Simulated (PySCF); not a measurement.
A run for PySCF: R-MP2/6-31G* on H2 (SMILES [H][H]) with ghost functions.

```python
from pyscf import gto, scf, dft, mp
from pyscf.data.elements import chemcore

mol = gto.M(
    atom='''
    H     0.56771328    0.08012664    2.71751415
    H    -0.17688020    0.04173170    2.75039169
    ghost-F    0.06905009    0.09156726   -0.12665757
    ghost-H    0.10900559    0.08216204    0.79901166
    ''',
    basis='6-31g*',
    cart=True,
    charge=0, spin=0, verbose=3, max_memory=1800)
mf = scf.RHF(mol)
mf.conv_tol = 1e-8
mf.max_cycle = 100
mf.kernel()
if not mf.converged:
    mf = mf.newton().run(mf.mo_coeff, mf.mo_occ)
pt = mp.MP2(mf, frozen=chemcore(mol)).run()
```

Program output:

```
converged SCF energy = -1.12667405929118
E(RMP2) = -1.14426272517803  E_corr = -0.0175886658868494
E(SCS-RMP2) = -1.1477804583554  E_corr = -0.0211063990642193
```

The calculation finished and met its thresholds.

Cost: very roughly 0.21 core-seconds.
